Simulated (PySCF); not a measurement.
Structure with atom numbers: `[CH3:1][CH2:2][O:3][BH:4][O:5][CH2:6][CH3:7]`. Each H is labelled by its parent atom.

Theory: geometry from PBE0-D3(BJ)/def2-SVP, σ from GIAO-PBE0/pcSseg-1, in PySCF (averaged over atoms made equivalent by symmetry, fast rotation or ring inversion, non-relativistic Hamiltonian, a single conformation, no solvent).

Shifts are taken against calculated references (same method and geometry level): TMS for 13C and 1H; 17O against H2O; BF3·OEt2 for 11B.

| atoms | nucleus | count | δ (ppm) |
| --- | --- | --- | --- |
| H(C1)/H(C7) | 1H | 6 | 1.16 |
| C1/C7 | 13C | 2 | 19.8 |
| H(B4) | 1H | 1 | 4.17 |
| O3/O5 | 17O | 2 | 150.4 |
| H(C2)/H(C6) | 1H | 4 | ? |
| C2/C6 | 13C | 2 | 62.5 |
| B4 | 11B | 1 | ? |

Estimate the values marked ?.

## Answers


- H(C2)/H(C6): 3.90 ppm, hydrogen on an sp3 CH2 bonded to O; its carbon carries O, hence the downfield position
- B4: 25.9 ppm, boron bonded to 2 O, H

Hydrogens on boron are broadened and split by 11B (spin 3/2, 80 %) and 10B (spin 3). Shifts are as computed. Against solution values, carbons near 30 ppm lie about +2 ppm off and those near 130 ppm about +5 ppm. Of 1313 compounds with measured shifts, 239 miss one by over three times the rms of a fit or turn the order of signals round; such compounds aren't used in these exercises. Experimental scales use liquid or dissolved standards, which lie at an offset from isolated H2O (liquid H2O: subtract about 36 ppm).
